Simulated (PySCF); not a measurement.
F₃Y, singlet, at a GFN2-xTB geometry (such geometries of metal compounds can be far from the true shape) (all electrons, no relativity). Base run: B3LYP/3-21G in PySCF.

Input for PySCF:
```python
from pyscf import gto, scf, dft

mol = gto.M(
    atom='''
Y     0.064406   -0.132675   -0.312240
F    -1.527885   -0.684202    0.527201
F    -0.086800    1.740846   -0.205977
F     1.335592   -0.481720    1.031816
''',
    basis='3-21g',
    charge=0,
    spin=0,
    verbose=4,
)

mf = dft.RKS(mol)
mf.xc = 'b3lyp'
mf.kernel()
```

Each row names what was changed in the base input (with any setting that the change needs).

```tsv
change	basis functions	E (Eh)	HOMO (eV)	HOMO-LUMO gap (eV)	dipole (D)
base	63	-3615.86504	-8.77	6.75	5.91
basis = cc-pVTZ-DK; relativity = spin-free X2C; nucleus = Gaussian (with nucmod='G')	167	-3685.14602	-10.06	7.64	6.69
basis = jorge-DZP-DKH; relativity = spin-free X2C; nucleus = Gaussian (with nucmod='G')	93	-3684.90426	-9.71	7.76	7.20
basis = x2c-SVPall; relativity = spin-free X2C	95	-3684.58986	-9.88	7.48	6.60
basis = jorge-DZP-DKH; relativity = none	93	-3616.69572	-9.69	7.84	7.13
basis = x2c-SVPall; relativity = spin-free X2C; nucleus = Gaussian (with nucmod='G')	95	-3684.55955	-9.88	7.48	6.60
basis = x2c-SVPall; relativity = none	95	-3603.47024	-9.79	7.56	6.52
basis = jorge-DZP-DKH; relativity = spin-free X2C	93	-3684.93879	-9.71	7.76	7.20
basis = cc-pVTZ-DK; relativity = spin-free X2C	167	-3685.18829	-10.06	7.64	6.69
basis = cc-pVTZ-DK; relativity = none	167	-3592.55954	-9.99	7.69	6.61
```

Totals shift with the method and basis; they matter in differences.

Basis sets contracted for a relativistic Hamiltonian are a mismatch without it, so the rows without relativity aren't non-relativistic limits. No row has spin-orbit coupling; sets with core potentials leave out the core electrons.
